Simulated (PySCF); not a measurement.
## Orbital energies and ionisation energy

Compound: C6H7BO2S.
Z-matrix (Å and degrees, PBE0-D3(BJ)/def2-SVP geometry), rows numbered from 1:
```
C 
C   1  1.3501
B   2  1.5821  1  117.15
O   3  1.3582  2  120.91  1  -147.45
O   3  1.3647  2  121.28  1    31.32
C   2  1.4609  1  122.33  3  -179.11
C   6  1.3807  2  128.34  1   176.71
C   7  1.4197  6  113.43  2   179.55
C   8  1.3702  7  112.52  6    -0.22
S   9  1.7151  8  111.73  7     0.13
H   1  1.0940  2  121.43  3     0.74
H   1  1.0956  2  122.80  3   178.48
H   4  0.9639  3  110.92  2   178.81
H   5  0.9619  3  112.24  2     6.79
H   7  1.0891  6  121.88  2    -1.76
H   8  1.0908  7  124.12  6   179.72
H   9  1.0894  8  128.22  7  -179.83
```

Level: wB97X-D/def2-SVPD (PySCF). Frontier orbitals with their largest atomic shares (Löwdin; up to four atoms above 4 %):

| orbital | ε (eV) | main atoms |
| --- | --- | --- |
| HOMO−3 | -11.00 | S10 27 %, C2 16 %, B3 10 %, C6 10 % |
| HOMO−2 | -10.68 | C2 27 %, C1 21 %, C9 12 %, C6 11 % |
| HOMO−1 | -9.02 | S10 44 %, C7 19 %, C8 17 %, C6 9 % |
| HOMO | -8.05 | ? |
| LUMO | 0.18 | C1 22 %, C2 17 %, C9 12 %, C7 10 % |
| LUMO+1 | 1.49 | B3 48 %, O5 11 %, O4 10 %, H14 6 % |
| LUMO+2 | 2.14 | S10 16 %, B3 14 %, C6 11 %, C2 10 % |

Q: What vertical ionisation energy does ΔSCF give, and how far is −ε(HOMO) from it?

A: ΔSCF: 8.08 eV (780 kJ/mol; threshold wavelength 153 nm); ⟨S²⟩ of the doublet left behind is 0.788, against 0.75 for a pure doublet. −ε(HOMO) is 8.05 eV, 0.03 eV below it. For the exact functional −ε(HOMO) would equal the first vertical ionisation energy; wB97X-D (range-separated hybrid) comes within 0.03 eV of that here.

Q: On which atoms does the HOMO lie?

A: C9 (aromatic CH next to a ring sulfur) 20 %, C6 (substituted aromatic carbon) 19 %, C1 (terminal =CH2 carbon) 17 %, C7 (aromatic CH carbon) 11 %, so no atom holds as much as 40 %. The HOMO−1 lies 0.97 eV lower.

Q: With α = 110.9 au, estimate the like-pair dispersion coefficient by London's formula C6 = (3/4)α²I.

A: I = 0.2970 Eh, so C6 ≈ 2740 au; the Casimir–Polder integral at the same level gives 4510 au, 1.65 times as much.

Q: Shift the occupied levels rigidly so that −ε(HOMO) equals the ΔSCF value. What binding energies result?

A: The shift is +0.03 eV: HOMO 8.08, HOMO−1 9.05, HOMO−2 10.71, HOMO−3 11.03 eV. A rigid shift is only a rough guide to the deeper ionisations.

Q: What kinetic energy would electrons from this vertical process carry with He I light (21.218 eV)?

A: 21.22 − 8.08 = 13.14 eV.

Geometry: PBE0-D3(BJ)/def2-SVP, one conformer, isolated molecule.

The pairwise dispersion term of wB97X-D wasn't added to the energies; at a given geometry it leaves orbitals and properties as they are.
